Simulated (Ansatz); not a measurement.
Species: RuF₂, charge 0, multiplicity 3. The spin state was set by rule; other spins were not relaxed. SMILES: [F][Ru][F]
Geometry: optimised at B3LYP-D3(BJ)/def2-TZVP (Ansatz, a program for electronic structure).

Wanted: atomisation energy (electronic, to ground-state atoms), in kcal/mol. Correlated levels leave the core frozen unless marked. Open shells are spin-unrestricted. No spin-orbit coupling. The frozen core is the preceding noble-gas configuration, with the filled d and f shells of earlier blocks. In def2 rows, elements after Kr have scalar-relativistic effective core potentials. The coupled-cluster limit lacks core correlation, which all-electron functionals hold. Basis-set limits of correlation are two-point, X^-3; Hartree-Fock from the larger set. [CCSD(T)-MP2]/basis is that difference in the basis named. The program attaches cautions to a run behind RI-MP2/CBS(def2-TZVPPD,def2-QZVPPD)+[CCSD(T)-MP2]/def2-TZVPPD: other amplitudes.

```tsv
level	program	atomisation energy (kcal/mol)
SVWN5/def2-TZVPD	Ansatz	263.4
BLYP/def2-TZVPD	Ansatz	217.3
```

Task: Estimate the value at RI-MP2/CBS(def2-TZVPPD,def2-QZVPPD)+[CCSD(T)-MP2]/def2-TZVPPD as computed with Ansatz.

Result: 208.5 kcal/mol, so BLYP/def2-TZVPD differs from it by 8.8 kcal/mol.
